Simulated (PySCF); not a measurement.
Gas-phase reaction: HgF2 + I2 ⇌ HgI2 + F2

Method: PySCF energies plus ideal-gas RRHO corrections (1 bar). † marks an energy on the PBE0/def2-TZVP geometry and frequencies; other levels use their own. MP2 freezes the core. All species are closed-shell singlets. Hg, I: scalar-relativistic def2 core potential, no spin-orbit coupling. MP2 isn't extrapolated to the basis-set limit; its ΔH°(298 K) is 191.1 kJ in def2-SVP and 218.8 kJ in def2-TZVPP. The harmonic model lacks anharmonicity and excited electronic states, which grow with temperature; levels with a mode under 35 cm⁻¹ are left out. Soft modes under 120 cm⁻¹ make the harmonic entropy rough for HgI2.

```
level               ΔE electronic, kJ  ΔH°(298 K), kJ  ΔS°(298 K), J/K  ΔG°(600 K), kJ
------------------  -----------------  --------------  ---------------  --------------
HF/def2-TZVP†                     233             234                6             230
M06-2X/def2-TZVP†                 231             232                6             229
MP2/def2-SVP†                     190             191                6             188
PBE/def2-SVP                      220             221                7             216
PBE/def2-TZVP†                    229             230                6             226
PBE0/def2-QZVP†                   234             235                6             232
PBE0/def2-TZVP                    223             223                6             220
r2SCAN/def2-TZVP†                 233             234                6             231
LDA/def2-TZVP†                    228             229                6             225
ωB97M-V/def2-TZVP†                228             228                6             225
ωB97X-V/def2-TZVP†                232             233                6             229
```
ΔH° is lowest at MP2/def2-SVP† and highest at PBE0/def2-QZVP†. No reference value is set beside these.
